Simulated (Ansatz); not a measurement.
## Which method gave which barrier?

Saddle point of CH5ClZn, singlet (ZnHCl ([Cl][ZnH]) + CH₄ → CH₃ClZn ([CH3][Zn][Cl]) + H₂; bonds formed: Zn1–C5, H2–H4; bonds broken: Zn1–H2, H4–C5), PBE0-D4/def2-TZVP structure:

```
8
angstrom
Zn -0.7655 -0.4610 -0.7840
H 0.3267 -1.7966 -0.4528
Cl -2.4608 -0.0727 -1.9661
H 0.5326 -0.8447 0.0854
C 0.4719 0.5906 0.6049
H -0.2557 0.9156 1.3529
H 1.3486 0.2232 1.1504
H 0.8023 1.4454 0.0093
```

Computed with Ansatz 0.2.0 (basis: def2-TZVPP, with def2-QZVPP for the basis limit); correlated methods freeze the cores. The 3s and 3p shells of Cu and Zn are frozen; filled d shells are correlated. B3LYP uses VWN-RPA correlation. Extrapolation: Hartree–Fock as exp(−7.88 √X), correlation as X^−2.97. Four methods, as single points on the PBE0-D4 structures, gave these electronic barriers from the start structure: 52.32, 59.09, 62.01, 71.49 kcal/mol.

(1) The methods were, in alphabetical order, B3LYP-D4, BHLYP-D4, HF, PBE-D4. Which gave which? (Judge from chemistry; the calculation decides.)

T1 diagnostic: at most 0.014.

Results:

(1) The calculation gives: PBE-D4 52.32; B3LYP-D4 59.09; BHLYP-D4 62.01; HF 71.49 kcal/mol. For comparison, CCSD(T) at an estimated basis limit (MP2 extrapolated from triple and quadruple zeta, plus CCSD(T) − MP2 in triple zeta) gives 56.88 kcal/mol.

Labels in which every atom is bracketed show which atoms are joined, not bond orders.

For scale, one of the runs: CCSD(T)/def2-TZVPP, 207 basis functions, launched by `ansatz run in.yaml --threads 4 --pin off --events-out ev --progress --plain --max-ram 9574MiB`. Hardware: 4 CPU threads of an Arm Neoverse V1, shared host. Wall time 60 s; peak host memory 2.6 GiB.
